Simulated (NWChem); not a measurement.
The numbers come from NWChem runs, not from measurements. System: H₁₀Si₄, charge 1, spin multiplicity 2, at the geometry of a parent with another charge or spin, in a state set for the comparison that need not be this species' ground state. Its SCF solution wasn't tested for a lower state. Level: UHF/def2-SVP.

Input file:

```
start mol
memory heap 200 mb stack 900 mb global 1100 mb
charge 1
geometry units angstroms nocenter noautoz noautosym
  Si    -0.005387     2.062437    -0.835087
  Si     0.055496     0.179527     0.567985
  Si     1.891589    -1.172329     0.003535
  Si    -1.934561    -1.046678     0.336344
  H      1.257989     2.853832    -0.711469
  H     -0.154020     1.615497    -2.255182
  H     -1.163237     2.942921    -0.486049
  H      0.194384     0.630134     1.992195
  H      3.171091    -0.410857     0.147437
  H      1.757203    -1.619668    -1.417831
  H      1.947063    -2.381019     0.883106
  H     -1.916716    -2.253455     1.220105
  H     -3.117967    -0.204025     0.692963
  H     -2.075706    -1.494756    -1.084163
end
basis spherical
  * library def2-svp
end
scf
  uhf
  nopen 1
  maxiter 100
  thresh 1e-7
  semidirect memsize 60000000 filesize 0
  # guess.movecs holds the orbitals of an unrestricted PBE0 run
  vectors input guess.movecs output mol.movecs
end
task scf energy
```

Part of the output:

```
             Northwest Computational Chemistry Package (NWChem) 7.3.0
             --------------------------------------------------------

                                NWChem Input Module
                                -------------------

 Scaling coordinates for geometry "geometry" by  1.889725989
 (inverse scale =  0.529177249)

                             Geometry "geometry" -> ""
                             -------------------------

 Output coordinates in angstroms (scale by  1.889725989 to convert to a.u.)

  No.       Tag          Charge          X              Y              Z
 ---- ---------------- ---------- -------------- -------------- --------------
    1 Si                  14.0000    -0.00538700     2.06243700    -0.83508700
    2 Si                  14.0000     0.05549600     0.17952700     0.56798500
    3 Si                  14.0000     1.89158900    -1.17232900     0.00353500
    4 Si                  14.0000    -1.93456100    -1.04667800     0.33634400
    5 H                    1.0000     1.25798900     2.85383200    -0.71146900
    6 H                    1.0000    -0.15402000     1.61549700    -2.25518200
    7 H                    1.0000    -1.16323700     2.94292100    -0.48604900
    8 H                    1.0000     0.19438400     0.63013400     1.99219500
    9 H                    1.0000     3.17109100    -0.41085700     0.14743700
   10 H                    1.0000     1.75720300    -1.61966800    -1.41783100
   11 H                    1.0000     1.94706300    -2.38101900     0.88310600
   12 H                    1.0000    -1.91671600    -2.25345500     1.22010500
   13 H                    1.0000    -3.11796700    -0.20402500     0.69296300
   14 H                    1.0000    -2.07570600    -1.49475600    -1.08416300

 Effective nuclear repulsion energy (a.u.)     327.1031644222

            Nuclear Dipole moment (a.u.)
            ----------------------------
        X                 Y               Z
 ---------------- ---------------- ----------------
     0.0000037795     0.0000037795    -0.0000188973


 Summary of "ao basis" -> "" (spherical)
 ------------------------------------------------------------------------------
       Tag                 Description            Shells   Functions and Types
 ---------------- ------------------------------  ------  ---------------------
 *                          def2-svp                  on all atoms

 Summary of "ao basis" -> "ao basis" (spherical)
 ------------------------------------------------------------------------------
       Tag                 Description            Shells   Functions and Types
 ---------------- ------------------------------  ------  ---------------------
 Si                         def2-svp                 8       18   4s3p1d
 H                          def2-svp                 3        5   2s1p

                                 NWChem SCF Module
                                 -----------------

  ao basis        = "ao basis"
  functions       =   122
  atoms           =    14
  alpha electrons =    33
  beta  electrons =    32
  charge          =   1.00
  wavefunction    = UHF
  use symmetry    = F
  symmetry adapt  = F

 Summary of "ao basis" -> "ao basis" (spherical)
 ------------------------------------------------------------------------------
       Tag                 Description            Shells   Functions and Types
 ---------------- ------------------------------  ------  ---------------------
 Si                         def2-svp                 8       18   4s3p1d
 H                          def2-svp                 3        5   2s1p

 Forming initial guess at       0.0s

 Starting SCF solution at       0.0s

 ----------------------------------------------
         Quadratically convergent UHF

 Convergence threshold     :          1.000E-07
 Maximum no. of iterations :          100
 Integral*density screening:          1.000E-09
 ----------------------------------------------

              iter       energy          gnorm     gmax       time
             ----- ------------------- --------- --------- --------
                 1    -1160.7938089187  4.68D-01  6.37D-02      1.4
                 2    -1160.8277824875  3.60D-02  1.04D-02      1.8
                 3    -1160.8285307652  1.26D-03  3.83D-04      2.9
  ga_iter_lsolve: convergence stagnant ... aborting solve

 Disabled NR: increased maxiter to 110

                 4    -1160.8285320480  1.44D-03  4.37D-04      3.8
                 5    -1160.8285353399  2.21D-03  4.79D-04      4.1
                 6    -1160.8285533417  8.17D-03  1.23D-03      4.6
                 7    -1160.8285909542  9.18D-03  2.50D-03      5.0
                 8    -1160.8286540391  1.05D-02  3.17D-03      5.3
                 9    -1160.8287883755  1.24D-02  2.19D-03      5.7
                10    -1160.8288607921  7.96D-03  1.33D-03      6.0
                11    -1160.8288931906  4.51D-03  7.29D-04      6.4
                12    -1160.8289038780  2.54D-03  2.82D-04      6.7
                13    -1160.8289057139  9.51D-04  1.12D-04      7.0
                14    -1160.8289060114  4.34D-04  4.29D-05      7.4
                15    -1160.8289060673  1.77D-04  3.97D-05      7.7
                16    -1160.8289060843  1.33D-04  3.64D-05      8.0
                17    -1160.8289060985  1.78D-04  3.11D-05      8.4
                18    -1160.8289061243  2.45D-04  3.00D-05      8.7
                19    -1160.8289061863  3.28D-04  3.41D-05      9.1
                20    -1160.8289062233  1.80D-04  1.65D-05      9.4
                21    -1160.8289062323  7.36D-05  6.86D-06      9.7
[...]
  ----- ------------  ---------------      ----- ------------  ---------------
    29      0.330163   2 Si px               26      0.321885   2 Si px
    62     -0.212605   4 Si px               44     -0.200660   3 Si px
    23     -0.164766   2 Si px               65     -0.162988   4 Si px
    47     -0.159729   3 Si px

 Vector   34  Occ=0.000000D+00  E=-7.759287D-02
              MO Center=  2.2D-02,  5.1D-01,  5.8D-02, r^2= 5.7D+00
   Bfn.  Coefficient  Atom+Function         Bfn.  Coefficient  Atom+Function
  ----- ------------  ---------------      ----- ------------  ---------------
    31      0.769561   2 Si pz               13      0.679234   1 Si pz
    89     -0.606636   8 H  s                79      0.436568   6 H  s
     4      0.356381   1 Si s                84     -0.357871   7 H  s
    74     -0.353252   5 H  s               104     -0.323299  11 H  s
   109     -0.324431  12 H  s                 3      0.298861   1 Si s

 Vector   35  Occ=0.000000D+00  E=-7.699017D-02
              MO Center=  6.7D-03,  6.6D-01, -1.6D-01, r^2= 6.1D+00
   Bfn.  Coefficient  Atom+Function         Bfn.  Coefficient  Atom+Function
  ----- ------------  ---------------      ----- ------------  ---------------
    11      0.840151   1 Si px               74     -0.614305   5 H  s
    84      0.610334   7 H  s                29      0.474668   2 Si px
   104      0.396543  11 H  s               109     -0.397508  12 H  s
    49     -0.351302   3 Si pz               40     -0.344853   3 Si s
    58      0.339467   4 Si s                65      0.329265   4 Si px

 Vector   36  Occ=0.000000D+00  E=-5.950348D-02
              MO Center=  2.6D-02,  9.4D-02,  2.5D-01, r^2= 5.8D+00
   Bfn.  Coefficient  Atom+Function         Bfn.  Coefficient  Atom+Function
  ----- ------------  ---------------      ----- ------------  ---------------
    30      0.916436   2 Si py               89     -0.567785   8 H  s
     4     -0.546436   1 Si s                12      0.517488   1 Si py
    94     -0.444866   9 H  s               114     -0.445927  13 H  s
    66      0.435144   4 Si py               48      0.429445   3 Si py
    22      0.383236   2 Si s                79      0.334085   6 H  s

                     UHF Final Beta Molecular Orbital Analysis
                     -----------------------------------------

 Vector   30  Occ=1.000000D+00  E=-6.354590D-01
              MO Center=  2.3D-02, -1.4D+00,  5.3D-01, r^2= 7.1D+00
   Bfn.  Coefficient  Atom+Function         Bfn.  Coefficient  Atom+Function
  ----- ------------  ---------------      ----- ------------  ---------------
   103      0.256318  11 H  s               108     -0.253895  12 H  s
    63      0.165485   4 Si py               93     -0.165647   9 H  s
   113      0.163567  13 H  s                45     -0.162453   3 Si py

 Vector   31  Occ=1.000000D+00  E=-6.173308D-01
              MO Center= -8.1D-04, -3.9D-01,  9.1D-02, r^2= 5.5D+00
   Bfn.  Coefficient  Atom+Function         Bfn.  Coefficient  Atom+Function
  ----- ------------  ---------------      ----- ------------  ---------------
    88      0.269470   8 H  s                31      0.236725   2 Si pz
    28      0.221636   2 Si pz               98      0.205614  10 H  s
   118      0.204723  14 H  s

 Vector   32  Occ=1.000000D+00  E=-5.614233D-01
              MO Center=  2.0D-02, -2.7D-01,  3.2D-01, r^2= 4.7D+00
   Bfn.  Coefficient  Atom+Function         Bfn.  Coefficient  Atom+Function
  ----- ------------  ---------------      ----- ------------  ---------------
    29      0.374147   2 Si px               26      0.334321   2 Si px
    62     -0.190247   4 Si px               44     -0.178871   3 Si px
    23     -0.172211   2 Si px

 Vector   33  Occ=0.000000D+00  E=-3.005242D-01
              MO Center=  2.1D-02,  6.7D-01,  2.4D-03, r^2= 4.3D+00
   Bfn.  Coefficient  Atom+Function         Bfn.  Coefficient  Atom+Function
  ----- ------------  ---------------      ----- ------------  ---------------
    30      0.303677   2 Si py               27      0.237777   2 Si py
    12     -0.228404   1 Si py                9     -0.191515   1 Si py

 Vector   34  Occ=0.000000D+00  E=-5.550409D-02
              MO Center=  6.6D-02,  3.5D-01,  2.8D-01, r^2= 5.7D+00
   Bfn.  Coefficient  Atom+Function         Bfn.  Coefficient  Atom+Function
  ----- ------------  ---------------      ----- ------------  ---------------
    89     -0.871818   8 H  s                31      0.815222   2 Si pz
    13      0.446390   1 Si pz               79      0.425417   6 H  s
    30      0.418505   2 Si py               49      0.287311   3 Si pz
    84     -0.281029   7 H  s                40      0.246149   3 Si s
    58      0.237000   4 Si s                67      0.231715   4 Si pz

 Vector   35  Occ=0.000000D+00  E=-5.292962D-02
              MO Center= -3.7D-02,  5.8D-01, -2.1D-01, r^2= 6.9D+00
   Bfn.  Coefficient  Atom+Function         Bfn.  Coefficient  Atom+Function
  ----- ------------  ---------------      ----- ------------  ---------------
    11      0.944439   1 Si px               74     -0.691954   5 H  s
    84      0.658922   7 H  s               109     -0.466794  12 H  s
   104      0.443634  11 H  s                49     -0.407485   3 Si pz
    67      0.387899   4 Si pz               65      0.306535   4 Si px
    29      0.258797   2 Si px               57      0.257484   4 Si s

 center of mass
 --------------
 x =   0.00153323 y =   0.00493175 z =   0.01563411

 moments of inertia (a.u.)
 ------------------
         973.044516959805          21.838466589254          68.475485694546
          21.838466589254        1037.020875847644         222.621853045680
          68.475485694546         222.621853045680        1670.319360341891

  Mulliken analysis of the total density
  --------------------------------------

    Atom       Charge   Shell Charges
 -----------   ------   -------------------------------------------------------
    1 Si  14    13.50   2.00  1.99  1.03  0.20  5.94  1.24  0.92  0.18
    2 Si  14    14.14   2.00  1.99  1.08  0.34  5.94  1.28  1.37  0.14
    3 Si  14    13.56   2.00  1.99  0.97  0.22  5.94  1.26  1.00  0.18
    4 Si  14    13.56   2.00  1.99  0.97  0.22  5.94  1.26  1.00  0.18
    5 H    1     1.00   0.71  0.27  0.01
    6 H    1     1.01   0.71  0.28  0.01
    7 H    1     1.00   0.71  0.27  0.01
    8 H    1     0.97   0.71  0.25  0.01
    9 H    1     1.05   0.72  0.31  0.01
   10 H    1     1.06   0.73  0.32  0.01
   11 H    1     1.03   0.71  0.30  0.01
   12 H    1     1.03   0.71  0.30  0.01
   13 H    1     1.05   0.72  0.31  0.01
   14 H    1     1.06   0.73  0.32  0.01

  Mulliken analysis of the alpha density
  --------------------------------------

    Atom       Charge   Shell Charges
 -----------   ------   -------------------------------------------------------
    1 Si  14     6.93   1.00  1.00  0.53  0.09  2.97  0.72  0.52  0.11
    2 Si  14     7.26   1.00  1.00  0.54  0.15  2.97  0.75  0.76  0.09
    3 Si  14     6.81   1.00  1.00  0.49  0.11  2.97  0.65  0.50  0.09
    4 Si  14     6.81   1.00  1.00  0.49  0.11  2.97  0.65  0.50  0.09
    5 H    1     0.52   0.37  0.14  0.01
    6 H    1     0.51   0.36  0.14  0.01
    7 H    1     0.52   0.37  0.14  0.01
    8 H    1     0.48   0.35  0.12  0.01
    9 H    1     0.52   0.36  0.15  0.01
   10 H    1     0.53   0.36  0.16  0.01
   11 H    1     0.53   0.37  0.16  0.01
   12 H    1     0.53   0.37  0.16  0.01
   13 H    1     0.52   0.36  0.15  0.01
   14 H    1     0.53   0.36  0.16  0.01

   Mulliken analysis of the beta density
   -------------------------------------

    Atom       Charge   Shell Charges
 -----------   ------   -------------------------------------------------------
    1 Si  14     6.57   1.00  1.00  0.50  0.11  2.97  0.52  0.40  0.07
    2 Si  14     6.88   1.00  1.00  0.54  0.19  2.97  0.53  0.61  0.05
    3 Si  14     6.75   1.00  1.00  0.48  0.11  2.97  0.61  0.49  0.08
    4 Si  14     6.75   1.00  1.00  0.48  0.11  2.97  0.61  0.49  0.08
    5 H    1     0.48   0.34  0.13  0.01
    6 H    1     0.50   0.35  0.14  0.01
    7 H    1     0.48   0.34  0.13  0.01
    8 H    1     0.49   0.36  0.13  0.01
    9 H    1     0.53   0.36  0.16  0.01
   10 H    1     0.53   0.36  0.16  0.01
   11 H    1     0.49   0.34  0.14  0.01
   12 H    1     0.49   0.34  0.14  0.01
   13 H    1     0.53   0.36  0.16  0.01
   14 H    1     0.53   0.36  0.16  0.01

   Mulliken analysis of the spin density
   -------------------------------------

    Atom       Charge   Shell Charges
 -----------   ------   -------------------------------------------------------
    1 Si  14     0.36   0.00  0.00  0.03 -0.02  0.00  0.20  0.12  0.03
    2 Si  14     0.38  -0.00 -0.00  0.01 -0.05  0.00  0.22  0.15  0.04
    3 Si  14     0.05   0.00  0.00  0.01 -0.01  0.00  0.04  0.01  0.01
    4 Si  14     0.05   0.00  0.00  0.01 -0.01  0.00  0.04  0.01  0.01
    5 H    1     0.04   0.03  0.01  0.00
    6 H    1     0.02   0.01  0.01  0.00
    7 H    1     0.04   0.03  0.01  0.00
    8 H    1    -0.02  -0.01 -0.01  0.00
    9 H    1    -0.01  -0.00 -0.00  0.00
   10 H    1    -0.00  -0.00 -0.00  0.00
   11 H    1     0.04   0.03  0.01  0.00
   12 H    1     0.04   0.03  0.01  0.00
   13 H    1    -0.01  -0.00 -0.00  0.00
   14 H    1    -0.00  -0.00 -0.00  0.00

       Multipole analysis of the density wrt the origin
       ------------------------------------------------

     L   x y z        total         alpha         beta         nuclear
     -   - - -        -----         -----         ----         -------
     0   0 0 0      1.000000    -33.000000    -32.000000     66.000000

     1   1 0 0      0.019978     -0.011876      0.031850      0.000004
     1   0 1 0      0.837706     -0.217284      1.054986      0.000004
     1   0 0 1     -0.061972     -0.060964     -0.000988     -0.000019

     2   2 0 0    -37.224980   -270.207791   -267.567164    500.549975
     2   1 1 0     -0.152273      5.997594      5.992978    -12.142845
     2   1 0 1     -0.413677     18.888910     18.764546    -38.067133
     2   0 2 0    -31.736188   -253.777536   -242.940262    464.981611
     2   0 1 1     -3.899423     61.576843     58.287201   -123.763467
     2   0 0 2    -40.450082    -77.940248    -75.415743    112.905908

 Task  times  cpu:       18.5s     wall:       18.5s

 Total times  cpu:       18.5s     wall:       18.5s
```
